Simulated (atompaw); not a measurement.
**Reading a pseudo-wave (La (Z = 57))**

Columns: radius, all-electron u(r) and pseudo u(r) of the 6p shell (level -1.35 eV) of lanthanum in the configuration [Kr] 4d10 4f0 5s2 5p6 5d1 6s2 6p0; PBE, scalar-relativistic, PAW (atompaw) scheme, atompaw 4.2.0.5.

```csv
r (bohr),all-electron,pseudo
0.115,-0.0084,-0.0021
0.231,-0.0718,-0.0082
0.346,0.0210,-0.0179
0.462,0.1017,-0.0307
0.577,0.1121,-0.0457
0.692,0.0690,-0.0620
0.808,0.0015,-0.0786
0.923,-0.0667,-0.0942
1.038,-0.1238,-0.1078
1.154,-0.1649,-0.1185
1.269,-0.1885,-0.1251
1.385,-0.1964,-0.1270
1.500,-0.1905,-0.1236
1.615,-0.1738,-0.1147
1.731,-0.1485,-0.1001
1.846,-0.1172,-0.0803
1.962,-0.0816,-0.0555
2.077,-0.0439,-0.0267
2.192,-0.0051,0.0052
2.308,0.0342,0.0397
2.423,0.0726,0.0751
2.538,0.1098,0.1107
2.654,0.1457,0.1460
2.769,0.1795,0.1796
2.885,0.2117,0.2117
3.000,0.2415,0.2415
```

Q: How many radial nodes do the two functions have?

A: The all-electron 6p function has n − l − 1 = 4 (the table is too coarse to show those close to the nucleus); the pseudo-wave has 1, since 1 lower shell of the same l stays in the valence.

Q: Is the pseudo-wave norm-conserving?

A: No, it belongs to a PAW set: the norm inside the radius is not constrained, and the difference is carried by the augmentation charge.
